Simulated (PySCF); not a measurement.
Hf(OH)2 (H2HfO2), SMILES [OH][Hf][OH] (connectivity only; charge and spin as stated), neutral, multiplicity 3.

Coordinates come from a PBE0-D3(BJ)/def2-TZVP optimisation. The spin state was assumed, not searched. The def2 effective core potentials stand for the cores of Hf; spin–orbit coupling is left out. The values are those of a single conformer.

All values below come from PBE0-D3(BJ)/def2-TZVP (PySCF).

Frequencies are harmonic and unscaled.

| mode | ν (cm⁻¹) | IR (km/mol) | moving atoms (share of kinetic energy) |
|---|---|---|---|
| 1 | 64 | 5.2 | O 68 %, H 18 %, Hf 14 % |
| 2 | 344 | 184.8 | H 79 %, O 20 % |
| 3 | 372 | 129.9 | H 81 %, O 19 % |
| 4 | 400 | 0.1 | H 88 %, O 12 % |
| 5 | 410 | 102.3 | H 86 %, O 14 % |
| 6 | 647 | 192.7 | O 78 %, Hf 15 % |
| 7 | 684 | 18.8 | O 92 % |
| 8 | 4014 | 291.7 | H 94 % |
| 9 | 4015 | 73.6 | H 94 % |
